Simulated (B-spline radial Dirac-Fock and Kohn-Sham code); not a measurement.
**Elastic scattering of 128 eV electrons by the O atom**

Level of theory: relativistic (Dirac) partial waves in the static field of the Dirac-Fock atom with Furness-McCarthy exchange, without polarisation or absorption potentials; a B-spline atomic structure program. Below a few hundred eV the neglected polarisation potential matters, most of all at small angles.

Input file task.json (cfg lists n, l and occupation; rrms is the nuclear radius in fm):

```json
{"items": [{
  "Z": 8,
  "q": 0,
  "cfg": [[1, 0, 2], [2, 0, 2], [2, 1, 4]],
  "A": 16,
  "rrms": 2.6991,
  "do": "elastic",
  "energies": [[128.0, 0]],
  "theta": [5, 10, 15, 20, 25, 30, 35, 40, 45, 50, 55, 60, 65, 70, 75, 80, 85, 90, 95, 100, 105, 110, 115, 120, 125, 130, 135, 140, 145, 150, 155, 160, 165, 170, 175]
}]}
```

Launch: `python xray2_run.py task.json out`

```
θ (°)  dσ/dΩ (a₀²/sr)
    5            7.39
   10            6.47
   15            5.25
   20            3.99
   25            2.89
   30            2.03
   35            1.40
   40           0.968
   45           0.680
   50           0.490
   55           0.366
   60           0.284
   65           0.228
   70           0.191
   75           0.168
   80           0.154
   85           0.148
   90           0.150
   95           0.159
  100           0.174
  105           0.194
  110           0.220
  115           0.249
  120           0.282
  125           0.317
  130           0.354
  135           0.391
  140           0.427
  145           0.462
  150           0.494
  155           0.523
  160           0.548
  165           0.568
  170           0.583
  175           0.592
```

The total elastic cross section is 7.73 a₀², the first transport cross section 4.22 a₀² and the second, weighted with (3/2) sin²θ, 4.04 a₀². The mean deflection is ⟨1 − cos θ⟩ = 0.546, and 25 % of the collisions scatter beyond 90°.

On this grid of angles the cross section has a minimum near 85°, from interference among the few low partial waves with large phase shifts.

Phase shifts modulo π (rad) for κ = −1 to −5: 0.240, -1.380, 0.713, 0.282, 0.118.

Values without a named source are computed, but for edge energies of neutral atoms, which are taken from tables.
